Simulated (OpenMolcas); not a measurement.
## Tm3+ in cubic eightfold coordination: ligands and hosts compared

```json
{
  "Program": "OpenMolcas",
  "Method": "CASSCF",
  "Active space": "12 electrons in 7 orbitals (4f)",
  "Spin-orbit coupling": "RASSI with atomic mean-field integrals over the reference wave functions"
}
```

Distances were set from a Shannon-type radius of the metal (high-spin where two are listed) plus a fixed donor radius (Cl 1.76, F 1.31 Å), in hosts weighted 0.65 to 0.35 with the host's distance in the model lattice. Anionic complexes are neutralised by point charges, and hosts are embedded clusters. Ligand basis ANO-RCC-VDZP. States (labels of O, the rotations of Oh). Energies in cm-1 above the lowest state or level, χT in cm3 K/mol; under a threefold ground state the first gap can be a small split of the lowest multiplet, not the spin-orbit step.

| Ligand or host | R (Å) | Metal basis | Outer charge (e at Å behind ligand) | Ground state | First state of that spin | First gap with spin-orbit (degeneracies) | Width of lowest J | χT at 300 K |
| --- | --- | --- | --- | --- | --- | --- | --- | --- |
| Cl | 2.75 | ANO-RCC-VDZP | 0.62 at 2.8 | 3T2 | 3T1 121.6 | 56.4 (1, 3) | 233 | 7.056 |
| SrF2 | 2.376 | ANO-RCC-VDZP |  | 3T2 | 3T1 161.7 | 74.8 (1, 3) | 345 | 6.973 |
| F | 2.3 | ANO-RCC-VTZP | 0.62 at 2.8 | 3T2 | 3T1 186.5 | 85.3 (1, 3) | 390 | 6.936 |
| CaF2 | 2.326 | ANO-RCC-VDZP |  | 3T2 | 3T1 203.2 | 92.8 (1, 3) | 425 | 6.900 |

The rows also differ in their metal basis and outer charges, so part of each step comes from that.

The width of the lowest J multiplet rises in the order Cl < SrF2 < F < CaF2, by a factor of 1.82 from first to last.

Without dynamic correlation the ligand-field splitting of an f shell can come out too small, at times by half. A group larger than the point group allows holds several states that coincide in this model. No measured value stands beside these numbers; the geometry was imposed, not optimised, and the real ion may take another.
